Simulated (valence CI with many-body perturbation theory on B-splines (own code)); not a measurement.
# Level structure of Pd XXXII

Computed by valence CI with perturbative core correlation (CI+MBPT): five valence electrons over a frozen Dirac-Fock core [Ne], radial functions for each j: 9 s, 9 p, 8 d, 6 f, 3 g, 1 h, with the one-electron correlation potential Σ1 (screened to all orders), the two-electron term Σ2, the three-electron term Σ3, Breit, model QED; selected single and double excitations, second order for the rest, scaled by the run's own slope (own B-spline code, finite nucleus).

No measured spectrum was set against this ion. As an estimate, large intervals hold to a few tenths of a per cent, small ones and those within an open d or f shell to about a per cent. Among the levels kept, up to 1700 cm⁻¹ of a level comes from second order outside the variational space, and about a tenth of that is noise between levels of different J, which matters for small intervals.

Levels 1 to 33 of 33, with energies above the lowest level, (3s^2 3p1/2^2 3p3/2) J=3/2. "Leading %" is the weight of the configuration and term that name the level; weights of strongly mixed levels are sums over their largest components and can fall short, so below about 35 % the name and the second component can differ from the true leading terms, or belong to a minority configuration. In the jj column 3d3/2^4 stands for four electrons in 3d with j = 3/2. Lifetimes count E1, E2, E3, M1 and M2 decay at the calculated energies, and are blank where another channel may lead or the interval is too uncertain; long ones can be off by a factor of two.

| No. | Configuration | Term | J | E (cm⁻¹) | Leading % | g | Leading jj | Lifetime |
| --- | --- | --- | --- | --- | --- | --- | --- | --- |
| 1 | 3s²3p³ | ²P° | 3/2 | 0 | 38 | 1.474 | 3s^2 3p1/2^2 3p3/2 (95 %) |  |
| 2 | 3s²3p³ | ²D° | 3/2 | 250830 | 49 | 1.385 | 3s^2 3p1/2 3p3/2^2 (95 %) | 2.93 μs |
| 3 | 3s²3p³ | ²D° | 5/2 | 302850 | 98 | 1.196 | 3s^2 3p1/2 3p3/2^2 (98 %) | 15.1 μs |
| 4 | 3s²3p³ | ²P° | 1/2 | 367980 | 98 | 0.660 | 3s^2 3p1/2 3p3/2^2 (98 %) | 2.82 μs |
| 5 | 3s²3p³ | ²P° | 3/2 | 622290 | 56 | 1.265 | 3s^2 3p3/2^3 (96 %) | 1.05 μs |
| 6 | 3s3p⁴ | ⁴P | 5/2 | 900620 | 71 | 1.517 | 3s 3p1/2^2 3p3/2^2 (82 %) | 127 ps |
| 7 | 3s²3p²3d | ⁴F | 3/2 | 962540 | 24 | 0.964 | 3s^2 3p1/2^2 3d3/2 (66 %) | 229 ps |
| 8 | 3s3p⁴ | ⁴P | 1/2 | 1040600 | 50 | 2.354 | 3s 3p1/2^2 3p3/2^2 (74 %) | 32.5 ps |
| 9 | 3s3p⁴ | ⁴P | 3/2 | 1069500 | 35 | 1.114 | 3s 3p1/2^2 3p3/2^2 (38 %) | 24.1 ps |
| 10 | 3s²3p²3d | ⁴F | 5/2 | 1111000 | 35 | 1.174 | 3s^2 3p1/2^2 3d5/2 (75 %) | 33.0 ps |
| 11 | 3s3p⁴ | ⁴P | 3/2 | 1192300 | 34 | 1.285 | 3s 3p1/2 3p3/2^3 (58 %) | 47.7 ps |
| 12 | 3s²3p²3d | ⁴F | 5/2 | 1226900 | 24 | 1.107 | 3s^2 3p1/2 3p3/2 3d3/2 (66 %) | 369 ps |
| 13 | 3s²3p²3d | ²P | 3/2 | 1228000 | 37 | 1.016 | 3s^2 3p1/2 3p3/2 3d3/2 (79 %) | 241 ps |
| 14 | 3s²3p²3d | ⁴D | 1/2 | 1236100 | 62 | 0.385 | 3s^2 3p1/2 3p3/2 3d3/2 (87 %) | 141 ps |
| 15 | 3s²3p²3d | ²F | 5/2 | 1257500 | 36 | 1.084 | 3s 3p1/2 3p3/2^3 (36 %) | 130 ps |
| 16 | 3s²3p²3d | ⁴F | 7/2 | 1279800 | 47 | 1.117 | 3s^2 3p1/2 3p3/2 3d3/2 (78 %) | 2.84 ns |
| 17 | 3s²3p²3d | ⁴D | 7/2 | 1305000 | 48 | 1.302 | 3s^2 3p1/2 3p3/2 3d5/2 (93 %) | 26.8 ns |
| 18 | 3s²3p²3d | ⁴D | 1/2 | 1353900 | 25 | 1.102 | 3s 3p1/2 3p3/2^3 (39 %) | 11.3 ps |
| 19 | 3s²3p²3d | ⁴F | 9/2 | 1355100 | 55 | 1.230 | 3s^2 3p1/2 3p3/2 3d5/2 (94 %) |  |
| 20 | 3s²3p²3d | ⁴D | 3/2 | 1367400 | 42 | 1.152 | 3s^2 3p1/2 3p3/2 3d5/2 (39 %) | 18.8 ps |
| 21 | 3s²3p²3d | ⁴P | 5/2 | 1379800 | 32 | 1.256 | 3s^2 3p1/2 3p3/2 3d5/2 (60 %) | 8.15 ps |
| 22 | 3s²3p²3d | ⁴P | 3/2 | 1431500 | 22 | 1.233 | 3s^2 3p1/2 3p3/2 3d3/2 (59 %) | 2.60 ps |
| 23 | 3s²3p²3d | ⁴D | 5/2 | 1444000 | 32 | 1.304 | 3s^2 3p1/2 3p3/2 3d3/2 (42 %) | 4.49 ps |
| 24 | 3s²3p²3d | ²G | 7/2 | 1450700 | 51 | 1.049 | 3s^2 3p1/2 3p3/2 3d5/2 (65 %) | 23.2 ps |
| 25 | 3s²3p²3d | ⁴P | 1/2 | 1457900 | 41 | 2.032 | 3s^2 3p1/2 3p3/2 3d3/2 (71 %) | 3.31 ps |
| 26 | 3s3p⁴ | ²P | 3/2 | 1493600 | 33 | 1.380 | 3s^2 3p1/2 3p3/2 3d5/2 (47 %) | 4.05 ps |
| 27 | 3s²3p²3d | ²D | 3/2 | 1517100 | 67 | 0.897 | 3s^2 3p1/2 3p3/2 3d5/2 (56 %) | 10.7 ps |
| 28 | 3s²3p²3d | ²D | 5/2 | 1521800 | 52 | 1.121 | 3s^2 3p1/2 3p3/2 3d5/2 (61 %) | 3.99 ps |
| 29 | 3s²3p²3d | ²P | 1/2 | 1548400 | 60 | 1.230 | 3s^2 3p1/2 3p3/2 3d5/2 (28 %) | 8.64 ps |
| 30 | 3s²3p²3d | ²F | 7/2 | 1617200 | 48 | 1.247 | 3s^2 3p3/2^2 3d5/2 (96 %) | 214 ps |
| 31 | 3s²3p²3d | ²P | 1/2 | 1623300 | 38 | 1.180 | 3s^2 3p1/2 3p3/2 3d5/2 (40 %) | 7.91 ps |
| 32 | 3s²3p²3d | ²G | 9/2 | 1640800 | 54 | 1.207 | 3s^2 3p3/2^2 3d5/2 (93 %) | 2.16 μs |
| 33 | 3s²3p²3d | ⁴P | 1/2 | 1680500 | 29 | 1.354 | 3s^2 3p3/2^2 3d3/2 (69 %) | 3.03 ps |

The ionisation energy to 3s²3p² ³P0 of the next ion comes out as 1854.3 eV (NIST: 1869 ± 7 eV (semi-empirical), further off than twice its uncertainty). All 33 levels together are meant to be complete up to 1688100 cm⁻¹.
